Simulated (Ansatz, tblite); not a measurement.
Removing and adding an electron: Zn₁₃H₃₀S₁₃. The state is a singlet with charge 0. Geometry: PBE-D4/def2-SVP. Ansatz, gas phase; energy differences of separate SCF runs; the oxidised species was run as a doublet alone; the reduced species was run as a doublet alone.

```xyz
56

Zn   -3.0258    0.5673    1.1457
Zn   -0.8778    4.7388   -0.1077
Zn   -1.6483    3.9740    2.3863
Zn   -0.0386   -0.1086    3.2829
Zn    1.7470    3.6058    1.6623
Zn   -2.7750    0.6197   -3.2755
Zn   -3.7102   -2.5076   -2.0379
Zn   -1.3847   -2.7868    1.0546
Zn   -1.6274   -2.4987   -3.7878
Zn    0.4960    0.2595   -0.6113
Zn    4.3677   -1.2656    1.5998
Zn    2.7321   -3.3347   -0.4846
Zn    2.6608   -2.8761    2.9750
S    -2.5610    2.8635    0.3207
S    -3.6192   -0.1800   -1.1923
S    -1.8934    3.0354   -2.9189
S    -0.8742   -0.4577    1.0774
S     0.7292    2.6499   -0.3898
S     0.1652    2.3889    2.9695
S     2.4129   -0.3719    2.9831
S     3.8622    2.1299    1.3669
S    -0.5565   -0.3321   -2.6993
S    -1.4199   -3.3109   -1.3728
S     1.0423   -3.4697    1.1942
S     1.5670   -3.3176   -2.8043
S     2.6164   -0.8592   -0.3482
H    -4.1480    0.4337    2.2168
H    -0.9748    5.6535   -1.3614
H    -2.6557    4.4557    3.4725
H    -0.5157    4.9734    1.5058
H    -0.6216   -0.5864    4.6454
H     2.3111    5.0576    1.7802
H    -3.3829    0.6464   -4.7141
H    -4.9341   -3.4169   -1.7181
H    -3.2032   -1.9705   -3.6227
H    -2.3775   -3.5873    1.9479
H    -0.7885   -3.1272   -4.9364
H     5.6953   -0.4697    1.4525
H     4.0423   -4.1504   -0.7247
H     2.6415   -3.6245    4.3411
H     3.9663   -2.8728    1.8119
H    -3.7714    3.4241    0.5982
H    -4.9512    0.0814   -1.2961
H    -3.0404    3.7382   -2.7120
H    -1.9500    3.2429   -4.2716
H     1.5408    3.0500   -1.4061
H     0.3960    2.8628    4.2246
H     2.7748   -0.3758    4.2967
H     4.3866    2.1136    2.6227
H     4.5796    3.2460    1.0268
H     0.2791    0.0983   -3.6833
H    -1.9243   -4.5743   -1.2967
H     0.9964   -4.8046    1.4573
H     1.0793   -4.5847   -2.8970
H     2.7518   -3.6762   -3.3903
H     3.4116   -0.4119   -1.3578
```

The xTB rows come from tblite. Single mean-field runs in def2-TZVP are fitted with def2-universal-jkfit.

```tsv
level	−HOMO (eV)	vertical IE (eV)	−LUMO (eV)	vertical EA (eV)	HOMO–LUMO gap (eV)	IE − EA (eV)	remarks
GFN1-xTB	9.71	11.20	5.91	4.52	3.80	6.68	–
GFN2-xTB	11.12	12.43	7.07	5.51	4.06	6.92	–
PBE-D4/def2-TZVP	6.23	–	2.55	1.23	3.68	–	HOMO above zero (-1 doublet)
PBE0-D4/def2-TZVP	7.38	8.40	1.78	0.94	5.60	7.45	HOMO above zero (-1 doublet)
```

Run but left out: PBE-D4/def2-TZVP (charge +1 doublet: an occupied level 0.07 eV above an empty one).   A HOMO above zero means that the electron is unbound at that level or that self-interaction error raises the level; the energy of removing that electron tells which. Raw xTB energy differences between charge states are shifted by several eV; the methods need an empirical correction for them. Sets without diffuse functions give affinities that are too small.
